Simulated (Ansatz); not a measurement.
The same path of FH + H4Sn (7 atoms, charge 0, multiplicity 1) was run twice with different band settings. Lost on the way: Sn1–H2, H6–F7. Made: Sn1–F7, H2–H6.

Theory: RKS PBE-D4/def2-TZVP in Ansatz 0.2.0.

Relaxed end points:

```xyz
7
Properties=species:S:1:pos:R:3
Sn -0.721 -0.460 -0.395
H 0.988 -0.489 -0.092
H -1.067 -1.814 -1.386
H -1.529 -0.576 1.108
H -1.097 1.003 -1.198
H 1.621 0.775 0.737
F 1.805 1.561 1.226
```

```xyz
7
Properties=species:S:1:pos:R:3
Sn -0.969 0.194 -0.429
H 2.248 -1.041 1.128
H -0.346 -1.025 -1.461
H -1.424 -0.374 1.124
H -2.139 1.204 -1.172
H 2.083 -0.340 0.905
F 0.547 1.382 -0.095
```

Common settings: movable images 5; climbing image yes; spring 5.0 eV/Å²; start path through a guess of the saddle point; force threshold 0.05 eV/Å; iteration limit 60; end points relaxed.

| run | optimiser |
| --- | --- |
| 1 | quadratic models (default) |
| 2 | fire |

Q: What does each run give, and how far can it be trusted?

A: Run 1: converged after 16 iterations, highest image 1.002 eV above the first end. A vibrational analysis at the climbing image gives one clearly imaginary mode, 950i cm⁻¹: a first-order saddle point.
Run 2: converged after 41 iterations, highest image 1.003 eV above the first end. Another band between the same ends (5 images) ends at a top of the same energy, where a vibrational analysis finds 1 clearly imaginary mode.
The orbitals stay closed-shell, which can raise the energy where a bond breaks towards radicals; this wasn't checked here.
